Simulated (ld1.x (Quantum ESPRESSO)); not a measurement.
## An all-electron radial function and its pseudo partner (bismuth (Bi))

Columns: radius, all-electron u(r) and pseudo u(r) of the 5d shell (level -27.90 eV) of bismuth in the configuration [Xe] 4f14 5d10 6s1.5 6p3.5; PBE, scalar-relativistic, TM semilocal scheme, ld1.x (Quantum ESPRESSO) 7.5.

```csv
r (bohr),all-electron,pseudo
0.128,0.2916,0.0086
0.255,-0.4022,0.0636
0.382,-0.4460,0.1922
0.510,-0.0051,0.3916
0.638,0.4661,0.6234
0.765,0.7936,0.8308
0.893,0.9671,0.9690
1.020,1.0197,1.0185
1.148,0.9943,0.9942
1.275,0.9251,0.9251
1.402,0.8350,0.8350
1.530,0.7376,0.7376
1.658,0.6423,0.6423
1.785,0.5542,0.5542
1.912,0.4747,0.4747
2.040,0.4038,0.4038
2.168,0.3421,0.3421
2.295,0.2892,0.2892
2.422,0.2440,0.2440
2.550,0.2051,0.2051
2.678,0.1721,0.1721
2.805,0.1444,0.1444
2.932,0.1211,0.1211
3.060,0.1012,0.1012
3.188,0.0846,0.0846
3.315,0.0708,0.0708
```

Q: How many radial nodes do the two functions have?

A: The all-electron 5d function has n − l − 1 = 2; the pseudo-wave has 0, since the states of the same l below it are removed with the core.

Q: At about which radius was the pseudo-wave matched?

A: 1.30 bohr. The columns agree to 0.0005 from 1.15 bohr on; several derivatives are matched, so the curves merge somewhat inside the radius.

Q: Where does each function peak?

A: Outermost all-electron maximum near 1.02 bohr, pseudo maximum near 1.02 bohr (to the table’s step).

Q: Is the pseudo-wave norm-conserving?

A: Yes: the TM semilocal scheme keeps the norm inside the radius equal to the all-electron one, which fixes the energy derivative of the logarithmic derivative at the level.
